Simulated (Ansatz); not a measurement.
Consider the ligand exchange at the Si–C bond: `BOC[SiH](F)F` + `[CH3][AlH][OH]` → `[CH3][AlH][O][SiH](F)F` + `BOC`.

Isolated molecules relaxed with PBE0-D4/def2-TZVP in Ansatz; ΔE leaves out vibrations. CCSD(T)/CBS adds triple-zeta CCSD(T) − MP2 to the extrapolated MP2 energy (def2 sets, frozen cores). DFT in def2-TZVPP. One conformer a species, not always the lowest.

| level | ΔE (eV) |
| --- | --- |
| ωB97M-V | -1.68 |
| CCSD(T)/def2-TZVPP | -1.73 |

Task: What does CCSD(T)/CBS give? (Estimate.)

Result: Ansatz gave: -1.73 eV. The listed levels differ from it by 0.05, 0.00 eV.

Largest T1 diagnostic among the species: 0.014.

In def2-TZVPP, CCSD(T) changes the Hartree–Fock value by +0.25 eV (the triples alone add +0.04 eV) and MP2 by +0.23 eV. From PBE to PBE0 (25 % exact exchange), in def2-TZVPP and without D4, ΔE moves by −0.10 eV.
